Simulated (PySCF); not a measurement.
## Spinor energies of Sm⁴⁴⁺ (samarium, charge +44)

Start: [Ar]. Calculated with PySCF 2.14 in an uncontracted even-tempered set (18 s from 3.5 bohr⁻², ratio 2.6; 14 p from 4.6 bohr⁻², ratio 2.6; 5 d from 4.7 bohr⁻², ratio 2.8; 3 f from 77 bohr⁻², ratio 2.8): generalised Hartree-Fock with the X2C-1e Hamiltonian and a Gaussian nucleus; spin-orbit coupling (SO) screened by Boettger's factors.

```
spinor shell  electrons  ε, screened SO (eV)  weight of nominal j (screened SO)  rms radius, screened SO (bohr)
       1s1/2          2             -49780.2                              1.000                          0.0259
       2s1/2          2             -10440.7                              1.000                           0.104
       2p1/2          2             -10040.5                              1.000                          0.0887
       2p3/2          4              -9422.6                              1.000                          0.0946
       3s1/2          2              -3988.1                              1.000                           0.251
       3p1/2          2              -3824.0                              1.000                           0.241
       3p3/2          4              -3671.2                              1.000                           0.251
```

```csv
quantity,screened SO
E (hartree),-8720.44782
M_J,0
⟨J²⟩,0.000
⟨L²⟩,0.025
⟨S²⟩,0.025
```

Breit and QED terms are absent; they matter most for the inner s and p1/2 levels.

Densities and radii are taken from the X2C orbitals without a picture-change correction, which distorts them close to the nucleus.
